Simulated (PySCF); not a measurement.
Run record: excited-state job, `FC[C@H]1CCC(=S)C1`.

Method: TDDFT CAM-B3LYP/def2-SVPD, vertical, gas phase, core orbitals frozen in the response (PySCF 2.14.0, density-fitted response routines). Geometry: GFN2-xTB. The input is one job of a driver script: a line of settings, then coordinates in Å.

Command:
```bash
OMP_NUM_THREADS=1 python probes_run.py task.json out
```

Input:
```
{"job": {"kind": "uv", "xc": "CAM-B3LYP", "basis": "def2-SVPD", "nstates": 8, "ntriplets": 3}, "charge": 0, "multiplicity": 1}
F      1.918207    -0.602489    -1.672033
C      2.046821    -0.107068    -0.397275
C      0.679914     0.108880     0.238254
C     -0.209102     1.086820    -0.542446
C     -1.621482     0.762106    -0.057262
C     -1.583455    -0.690456     0.300159
S     -2.873077    -1.600638     0.655107
C     -0.168374    -1.167531     0.289985
H      2.600094     0.833806    -0.480983
H      2.635852    -0.839299     0.164577
H      0.843175     0.485760     1.252720
H      0.065156     2.126110    -0.368869
H     -0.122370     0.876718    -1.609639
H     -1.863803     1.330583     0.845880
H     -2.399131     0.977363    -0.789812
H      0.053368    -1.816566     1.137195
H     -0.008791    -1.752070    -0.622515
```

Output:
```
coarse grid: 14808 points
cycle   1  E = -731.3983603499  dE =  1.255e+00  |g| = 5.677e-01  |ddm| = 7.045e+00
cycle   2  E = -731.3597996173  dE =  3.856e-02  |g| = 7.669e-01  |ddm| = 1.902e+00
cycle   3  E = -731.4797239600  dE = -1.199e-01  |g| = 7.981e-02  |ddm| = 1.212e+00
cycle   4  E = -731.4809177422  dE = -1.194e-03  |g| = 5.023e-02  |ddm| = 2.336e-01
cycle   5  E = -731.4815337574  dE = -6.160e-04  |g| = 1.200e-02  |ddm| = 1.359e-01
cycle   6  E = -731.4815685790  dE = -3.482e-05  |g| = 4.197e-03  |ddm| = 2.755e-02
cycle   7  E = -731.4815733431  dE = -4.764e-06  |g| = 1.131e-03  |ddm| = 1.312e-02
final grid: 138952 points
cycle   8  E = -731.5784552355  dE = -4.807e-05  |g| = 4.840e-03  |ddm| = 1.100e-01
cycle   9  E = -731.5784527609  dE =  2.475e-06  |g| = 6.052e-03  |ddm| = 1.919e-02
cycle  10  E = -731.5784608380  dE = -8.077e-06  |g| = 6.662e-04  |ddm| = 9.805e-03
cycle  11  E = -731.5784609379  dE = -9.990e-08  |g| = 3.450e-04  |ddm| = 1.690e-03
cycle  12  E = -731.5784609672  dE = -2.927e-08  |g| = 9.010e-05  |ddm| = 8.736e-04
cycle  13  E = -731.5784609689  dE = -1.725e-09  |g| = 2.860e-05  |ddm| = 1.565e-04
cycle  14  E = -731.5784609693  dE = -3.179e-10  |g| = 9.534e-06  |ddm| = 1.080e-04
converged SCF energy = -731.5784609693

Static polarisability (au): isotropic 90.723, principal 70.552 85.593 116.025

Singlet excitations
state   eV       nm        f      main configurations
  1   2.5003    495.9   0.00002   H->L 0.98
  2   5.5237    224.5   0.26249   H-1->L 0.95
  3   6.0093    206.3   0.05592   H->L+1 0.62, H->L+2 0.23
  4   6.4240    193.0   0.00609   H-5->L 0.37, H-2->L 0.22, H-4->L 0.19
  5   6.5783    188.5   0.03450   H->L+5 0.61, H->L+4 0.24
  6   6.8807    180.2   0.00111   H->L+3 0.35, H->L+2 0.28, H->L+7 0.14
  7   7.1633    173.1   0.01210   H->L+4 0.46, H->L+5 0.21, H->L+6 0.12
  8   7.2005    172.2   0.00677   H-2->L 0.22, H->L+3 0.16, H->L+1 0.13

Triplet excitations (Tamm-Dancoff, eV): 2.0790 3.1087 5.7424
```

The SCF starts on a coarse grid where the log names one; the energy can jump when the final grid takes over, and dE then counts from the start density on the new grid. H and L stand for HOMO and LUMO; the number after each pair is its weight.

How does the lowest singlet excitation compare with the HOMO–LUMO gap?

HOMO -7.61 eV and LUMO -0.90 eV give a gap of 6.71 eV; S1 at 2.50 eV lies 4.21 eV below it.

In short: HOMO -7.61 eV, LUMO -0.90 eV; lowest singlet 2.50 eV; lowest triplet 2.08 eV (Tamm–Dancoff); mean polarisability 90.7 au.

How long does this job take on Arm Neoverse V1, one thread, shared host? And the peak memory of the process?

About 65 s (density and orbital grids were written too), with 1.1 GiB resident at the peak, the Python interpreter and its libraries included.

One conformer stands for the species.
Labels such as C1 count atoms from 1, the log's own numbers from 0.
